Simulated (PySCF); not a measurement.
C3H6Cl, SMILES C[C](C)Cl, multiplicity 2. Atoms are numbered in the order given.

```xyz
10

C     -1.0659     0.0249    -1.3060
C     -0.3915    -0.1754     0.0000
C     -1.0659     0.0249     1.3060
Cl     1.3316     0.0152     0.0000
H     -1.1103     1.0960    -1.5900
H     -2.1012    -0.3471    -1.2626
H     -0.5371    -0.5015    -2.1148
H     -0.5371    -0.5015     2.1148
H     -1.1103     1.0960     1.5900
H     -2.1012    -0.3471     1.2626
```
Charge 0, spin multiplicity 2.

Geometry optimised at PBE0-D3(BJ)/def2-SVP. The isomer is the one that the SMILES or the coordinates give; other isomers of the formula were not compared.

Calculation: PBE/def2-TZVP run with PySCF.

ESP charges are fitted to the potential on shells at 1.4 to 2.0 van der Waals radii. Atomic charges (e):

| atom | ESP fit | Löwdin | meta-Löwdin | Mulliken | Mulliken spin |
|---|---|---|---|---|---|
| C1 | -0.59 | -0.33 | -0.35 | -0.33 | -0.04 |
| C2 | 0.26 | -0.51 | -0.01 | 0.03 | 0.82 |
| C3 | -0.59 | -0.33 | -0.35 | -0.33 | -0.04 |
| Cl4 | -0.13 | 0.38 | -0.05 | -0.11 | 0.09 |
| H5 | 0.18 | 0.13 | 0.12 | 0.12 | 0.07 |
| H6 | 0.18 | 0.13 | 0.13 | 0.12 | 0.00 |
| H7 | 0.16 | 0.13 | 0.13 | 0.13 | 0.01 |
| H8 | 0.16 | 0.13 | 0.13 | 0.13 | 0.01 |
| H9 | 0.18 | 0.13 | 0.12 | 0.12 | 0.07 |
| H10 | 0.18 | 0.13 | 0.13 | 0.12 | 0.00 |

Give the Mayer and Wiberg (Löwdin basis) orders of the bonds. (An estimate is asked for; the answer gives what the named calculation found.)


```tsv
bond	Mayer	Wiberg
C1–C2	1.05	1.42
C2–C3	1.05	1.42
C2–Cl4	1.16	1.77
C1–H5	0.93	0.88
C1–H6	0.95	0.88
C1–H7	0.96	0.89
C3–H8	0.96	0.89
C3–H9	0.93	0.88
C3–H10	0.95	0.88
```
